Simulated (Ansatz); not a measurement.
The inner images of a band of AsH₅OSi (8 atoms, charge 0, multiplicity 1) are given out of order.

Theory: Ansatz, RKS PBE-D4/def2-SVP.

First end point:

```xyz
8
Properties=species:S:1:pos:R:3
O -1.197 0.319 -1.510
As -0.507 1.252 -0.071
Si 0.623 -0.671 0.810
H -2.146 0.551 -1.530
H 0.781 1.731 -0.784
H 1.616 -0.248 1.863
H 1.329 -1.427 -0.280
H -0.407 -1.564 1.446
```

Last end point:

```xyz
8
Properties=species:S:1:pos:R:3
O -1.632 0.591 -1.197
As -0.603 1.385 0.101
Si 0.524 -0.627 0.784
H -1.074 0.007 -1.748
H 0.632 1.799 -0.754
H 1.741 -0.337 1.624
H 0.940 -1.403 -0.441
H -0.435 -1.473 1.575
```

Q: Put them in order from the first end to the last, with their energies above the first end.
A.
```xyz
8
Properties=species:S:1:pos:R:3
O -1.292 0.182 -1.365
As -0.565 1.222 -0.022
Si 0.611 -0.675 0.838
H -1.955 0.743 -1.809
H 0.734 1.681 -0.754
H 1.665 -0.214 1.808
H 1.253 -1.420 -0.300
H -0.357 -1.576 1.550
```
B.
```xyz
8
Properties=species:S:1:pos:R:3
O -1.229 0.248 -1.466
As -0.541 1.222 -0.052
Si 0.618 -0.678 0.823
H -2.086 0.667 -1.667
H 0.759 1.710 -0.745
H 1.657 -0.214 1.812
H 1.280 -1.441 -0.289
H -0.365 -1.571 1.527
```
C.
```xyz
8
Properties=species:S:1:pos:R:3
O -1.498 0.208 -1.154
As -0.569 1.275 0.040
Si 0.602 -0.661 0.839
H -1.619 0.719 -1.976
H 0.670 1.614 -0.849
H 1.678 -0.258 1.816
H 1.213 -1.405 -0.314
H -0.387 -1.548 1.541
```
D.
```xyz
8
Properties=species:S:1:pos:R:3
O -1.701 0.588 -1.135
As -0.576 1.356 0.098
Si 0.562 -0.651 0.795
H -1.179 0.178 -1.852
H 0.608 1.729 -0.841
H 1.706 -0.308 1.716
H 1.093 -1.436 -0.377
H -0.421 -1.512 1.539
```
E.
```xyz
8
Properties=species:S:1:pos:R:3
O -1.393 0.171 -1.252
As -0.562 1.248 0.000
Si 0.604 -0.666 0.846
H -1.791 0.762 -1.919
H 0.717 1.629 -0.812
H 1.667 -0.227 1.816
H 1.228 -1.420 -0.295
H -0.378 -1.554 1.560
```
F.
```xyz
8
Properties=species:S:1:pos:R:3
O -1.597 0.289 -1.097
As -0.570 1.301 0.067
Si 0.598 -0.656 0.835
H -1.447 0.620 -2.003
H 0.626 1.616 -0.882
H 1.691 -0.282 1.805
H 1.189 -1.412 -0.323
H -0.398 -1.532 1.542
```
G.
```xyz
8
Properties=species:S:1:pos:R:3
O -1.697 0.459 -1.087
As -0.571 1.324 0.090
Si 0.589 -0.659 0.818
H -1.277 0.417 -1.967
H 0.593 1.660 -0.887
H 1.700 -0.297 1.772
H 1.160 -1.437 -0.337
H -0.405 -1.524 1.542
```

A: B (+0.004 eV), A (+0.022 eV), E (+0.052 eV), C (+0.080 eV), F (+0.093 eV), G (+0.067 eV), D (+0.025 eV).

The run took 4.7 min on 1 CPU thread of a shared host.
